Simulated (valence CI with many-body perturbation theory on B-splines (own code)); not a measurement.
**In XVII: calculated level list**

Computed by valence CI with perturbative core correlation (CI+MBPT): five valence electrons over a frozen Dirac-Fock core [Ar] 3d10, radial functions for each j: 11 s, 11 p, 10 d, 8 f, 5 g, 2 h, with the one-electron correlation potential Σ1, the two-electron term Σ2, the three-electron term Σ3, Breit, model QED; selected CI, second order for the rest, scaled by the run's own slope (own B-spline code, finite nucleus).

No measured levels were compared; by estimate levels hold to about 250 cm⁻¹ or 0.2 % of their energy and the worst to 1 %, as in measured heavy ions of charge 2 to 7; those with d or f electrons hold less well. Among the levels kept, up to 2200 cm⁻¹ of a level comes from second order outside the variational space, and about a tenth of that is noise between levels of different J, which matters for small intervals.

Levels 91 to 135 of 168, with energies above the lowest level, 4s2.4p3 4S°_3/2. "Leading %" is the weight of the configuration and term that name the level; weights of strongly mixed levels are sums over their largest components and can fall short. In the jj column 3d3/2^4 stands for four electrons in 3d with j = 3/2. Lifetimes count E1, E2, E3, M1 and M2 decay at the calculated energies, and are blank where another channel may lead or the interval is too uncertain; long ones can be off by a factor of two.

| No. | Configuration | Term | J | E (cm⁻¹) | Leading % | Lifetime | g | Leading jj |
| --- | --- | --- | --- | --- | --- | --- | --- | --- |
| 91 | 4s.4p3.4d | 4D° | 7/2 | 1103600 | 53 | 13.1 ps | 1.291 | 4s 4p1/2 4p3/2^2 4d5/2 (59 %) |
| 92 | 4s.4p3.4d | 2F° | 5/2 | 1105400 | 45 | 15.4 ps | 1.053 | 4s 4p1/2 4p3/2^2 4d5/2 (57 %) |
| 93 | 4s.4p3.4d | 4P° | 1/2 | 1107500 | 40 | 4.69 ps | 1.461 | 4s 4p3/2^3 4d3/2 (49 %) |
| 94 | 4s.4p3.4d | 2G° | 9/2 | 1115600 | 55 | 41.5 ps | 1.172 | 4s 4p3/2^3 4d5/2 (49 %) |
| 95 | 4s.4p3.4d | 4D° | 3/2 | 1116300 | 62 | 4.44 ps | 1.134 | 4s 4p1/2 4p3/2^2 4d3/2 (52 %) |
| 96 | 4s.4p3.4d | 4D° | 1/2 | 1119300 | 64 | 4.19 ps | 0.188 | 4s 4p1/2 4p3/2^2 4d3/2 (46 %) |
| 97 | 4s.4p3.4d | 4D° | 5/2 | 1121200 | 29 | 16.6 ps | 1.259 | 4s 4p3/2^3 4d5/2 (47 %) |
| 98 | 4s.4p3.4d | 2D° | 3/2 | 1133300 | 57 | 9.14 ps | 0.993 | 4s 4p1/2 4p3/2^2 4d5/2 (55 %) |
| 99 | 4s.4p3.4d | 2P° | 1/2 | 1133900 | 57 | 6.87 ps | 0.622 | 4s 4p1/2 4p3/2^2 4d5/2 (32 %) |
| 100 | 4s.4p3.4d | 2F° | 5/2 | 1137400 | 38 | 6.54 ps | 0.941 | 4s 4p1/2 4p3/2^2 4d5/2 (35 %) |
| 101 | 4s.4p3.4d | 2F° | 7/2 | 1142800 | 55 | 39.8 ps | 1.169 | 4s 4p3/2^3 4d5/2 (61 %) |
| 102 | 4s.4p3.4d | 2D° | 5/2 | 1146600 | 34 | 5.91 ps | 1.002 | 4s 4p1/2 4p3/2^2 4d3/2 (18 %) |
| 103 | 4s.4p3.4d | 2D° | 3/2 | 1159400 | 47 | 4.88 ps | 0.904 | 4s 4p3/2^3 4d3/2 (26 %) |
| 104 | 4s2.4p.4d2 | 4G° | 5/2 | 1160200 | 27 | 8.74 ps | 0.823 | 4s^2 4p1/2 4d3/2^2 (31 %) |
| 105 | 4s.4p3.4d | 2D° | 5/2 | 1166500 | 22 | 4.70 ps | 0.987 | 4s 4p3/2^3 4d3/2 (38 %) |
| 106 | 4s.4p3.4d | 2S° | 1/2 | 1172900 | 54 | 4.08 ps | 1.715 | 4s 4p1/2 4p3/2^2 4d3/2 (38 %) |
| 107 | 4s2.4p.4d2 | 4G° | 7/2 | 1173300 | 46 | 15.7 ps | 1.046 | 4s^2 4p1/2 4d3/2 4d5/2 (44 %) |
| 108 | 4s.4p3.4d | 2P° | 3/2 | 1174100 | 64 | 3.64 ps | 1.293 | 4s 4p1/2 4p3/2^2 4d5/2 (34 %) |
| 109 | 4s.4p3.4d | 2F° | 7/2 | 1176100 | 52 | 3.51 ps | 1.143 | 4s 4p3/2^3 4d3/2 (34 %) |
| 110 | 4s.4p3.4d | 2P° | 3/2 | 1177800 | 57 | 8.76 ps | 1.228 | 4s 4p3/2^3 4d5/2 (44 %) |
| 111 | 4s.4p3.4d | 2F° | 7/2 | 1185800 | 46 | 17.4 ps | 1.194 | 4s 4p3/2^3 4d5/2 (54 %) |
| 112 | 4s.4p3.4d | 2D° | 5/2 | 1196000 | 33 | 10.5 ps | 1.122 | 4s 4p3/2^3 4d5/2 (37 %) |
| 113 | 4s2.4p.4d2 | 4G° | 9/2 | 1199500 | 55 | 41.3 ps | 1.133 | 4s^2 4p1/2 4d3/2 4d5/2 (33 %) |
| 114 | 4s2.4p.4d2 | 4G° | 7/2 | 1200600 | 15 | 10.5 ps | 1.115 | 4s^2 4p1/2^2 4f7/2 (40 %) |
| 115 | 4s.4p3.4d | 2D° | 5/2 | 1202700 | 30 | 11.6 ps | 1.076 | 4s 4p3/2^3 4d5/2 (31 %) |
| 116 | 4s.4p3.4d | 2P° | 3/2 | 1208400 | 24 | 5.07 ps | 1.094 | 4s 4p3/2^3 4d3/2 (24 %) |
| 117 | 4s.4p3.4d | 2P° | 1/2 | 1208400 | 46 | 3.88 ps | 0.641 | 4s 4p3/2^3 4d3/2 (52 %) |
| 118 | 4s2.4p.4d2 | 2H° | 9/2 | 1212300 | 40 | 81.2 ps | 1.008 | 4s^2 4p1/2 4d5/2^2 (27 %) |
| 119 | 4s2.4p.4d2 | 4D° | 3/2 | 1215200 | 31 | 6.89 ps | 1.002 | 4s^2 4p1/2 4d3/2 4d5/2 (46 %) |
| 120 | 4s2.4p2.4f | 2D° | 5/2 | 1217100 | 20 | 4.07 ps | 1.076 | 4s 4p3/2^3 4d3/2 (29 %) |
| 121 | 4s2.4p.4d2 | 4D° | 1/2 | 1220200 | 73 | 7.23 ps | 0.279 | 4s^2 4p1/2 4d3/2 4d5/2 (43 %) |
| 122 | 4s2.4p.4d2 | 4D° | 7/2 | 1223100 | 17 | 16.6 ps | 1.187 | 4s^2 4p1/2 4d5/2^2 (44 %) |
| 123 | 4s2.4p2.4f | 4G° | 5/2 | 1226400 | 32 | 4.25 ps | 0.863 | 4s^2 4p1/2^2 4f5/2 (27 %) |
| 124 | 4s2.4p.4d2 | 4G° | 11/2 | 1229200 | 44 | 378 ps | 1.225 | 4s^2 4p1/2 4p3/2 4f7/2 (41 %) |
| 125 | 4s.4p3.4d | 2P° | 1/2 | 1234900 | 32 | 4.39 ps | 1.136 | 4s 4p3/2^3 4d5/2 (25 %) |
| 126 | 4s2.4p.4d2 | 4D° | 5/2 | 1237600 | 30 | 7.59 ps | 1.095 | 4s^2 4p1/2 4d5/2^2 (31 %) |
| 127 | 4s2.4p.4d2 | 4D° | 3/2 | 1241700 | 36 | 4.71 ps | 0.986 | 4s^2 4p1/2 4d3/2^2 (25 %) |
| 128 | 4s2.4p.4d2 | 4P° | 1/2 | 1242400 | 40 | 4.44 ps | 1.825 | 4s^2 4p1/2 4d3/2 4d5/2 (30 %) |
| 129 | 4s2.4p.4d2 | 2D° | 3/2 | 1245600 | 25 | 5.66 ps | 0.900 | 4s^2 4p1/2 4d3/2^2 (25 %) |
| 130 | 4s2.4p2.4f | 4F° | 7/2 | 1251700 | 20 | 7.34 ps | 1.062 | 4s^2 4p1/2 4p3/2 4f5/2 (29 %) |
| 131 | 4s2.4p2.4f | 2D° | 3/2 | 1252300 | 16 | 3.97 ps | 0.913 | 4s 4p3/2^3 4d5/2 (30 %) |
| 132 | 4s2.4p2.4f | 4G° | 9/2 | 1253700 | 28 | 6.84 ps | 1.174 | 4s^2 4p1/2 4p3/2 4f7/2 (51 %) |
| 133 | 4s2.4p.4d2 | 4D° | 5/2 | 1254700 | 26 | 4.83 ps | 1.209 | 4s^2 4p1/2 4d3/2 4d5/2 (40 %) |
| 134 | 4s2.4p2.4f | 4G° | 7/2 | 1256400 | 18 | 6.67 ps | 1.136 | 4s^2 4p1/2 4p3/2 4f5/2 (27 %) |
| 135 | 4s2.4p.4d2 | 4P° | 3/2 | 1262300 | 61 | 5.16 ps | 1.524 | 4s^2 4p1/2 4d3/2 4d5/2 (37 %) |

Names give the largest LS component (configuration and term), which can be under half, so a name can repeat, a term be missing and a line seem to break the LS rules; names also repeat where a configuration has a term twice.

Where two levels of one J and parity lie close, their mixing, g and order are uncertain.
